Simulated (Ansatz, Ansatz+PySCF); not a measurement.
```xyz
2

Be    0.0000    0.0000    0.0000
F     0.0000    0.0000    1.4290
```

Basis set: def2-SVP (spherical functions). Correlated methods keep 1 orbital frozen. Correlation on ROHF uses semicanonical orbitals with singles. Charge 0, multiplicity 2.

Computed with Ansatz (development build ahead of 0.2.0); each method stands on the lowest determinant of its kind that the runs found.

Q: Give the atomization energy at this shape (free ground-state atoms in the same class of orbitals less the molecule, no zero-point energy) of doublet BeF by UHF-CCSD(T), UHF-MP2, ROHF-MP2, ROHF, UHF.

A:

```json
{"method": "UHF-CCSD(T)", "atomization energy": "486.8 kJ/mol"}
{"method": "UHF-MP2", "atomization energy": "573.7 kJ/mol"}
{"method": "ROHF-MP2", "atomization energy": "563.3 kJ/mol"}
{"method": "ROHF", "atomization energy": "452.5 kJ/mol"}
{"method": "UHF", "atomization energy": "442.1 kJ/mol"}
```

Caution for UHF-CCSD(T), UHF: a free atom is spin contaminated.
